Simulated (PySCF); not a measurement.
**GdSF at several levels of theory**

Computed with PySCF 2.14.0 (density fitting, no spin-orbit coupling) at the geometry relaxed with PBE0:

```xyz
3
GdSF (singlet in the valence; each metal's 4f electrons, 7 of them, lie in its core potential, out of spins and levels)
Gd   -0.1823    0.0000   -0.4239
S     1.7950    0.0000    0.8368
F    -1.8356    0.0000    0.7404
```

```json
{"level": "PBE0", "basis": "Gd lcecp-1-SVP with ECP53, S def2-SVP, F def2-SVP", "state": "singlet", "HOMO (eV)": "-5.90", "gap (eV)": "3.24", "charge on Gd1 (e)": "0.81", "population of f-type functions on Gd1 (polarisation alone where 4f lies in the core)": "0.06", "dipole about the centre of mass (D)": "8.27", "largest force component (eV/Å)": "0.00"}
{"level": "PBE0", "basis": "Gd lcecp-1-TZVP with ECP53, S def2-TZVP, F def2-TZVP", "state": "singlet", "HOMO (eV)": "-5.94", "gap (eV)": "3.27", "charge on Gd1 (e)": "1.18", "population of f-type functions on Gd1 (polarisation alone where 4f lies in the core)": "0.06", "dipole about the centre of mass (D)": "8.52", "largest force component (eV/Å)": "0.06"}
```

In the lcecp rows the 4f levels are missing from HOMO and gap, and the state counts the valence alone.

Charges are Mulliken's, which hang on the basis. The relaxation used the grid (50, 194), these runs (75, 302) or, all-electron (x2c bases, spin-free X2C Hamiltonian), (99, 590).

Question: A further run in the first row's basis gives HOMO (eV) -4.96, gap (eV) 1.78, charge on Gd1 (e) 0.68, population of f-type functions on Gd1 (polarisation alone where 4f lies in the core) 0.05, dipole about the centre of mass (D) 7.47, largest force component (eV/Å) 0.48. Which level was it?
A. BP86
B. BLYP

Answer: A. The others give HOMO -4.69 eV (BLYP).

In the first row's basis the gap widens with exact exchange: 1.4 to 1.8 eV for BLYP, BP86 (none); 3.2 eV for PBE0 (a fixed share).

An lcecp potential fixes the number of 4f electrons, so in runs with it no electron can move into or out of that shell.
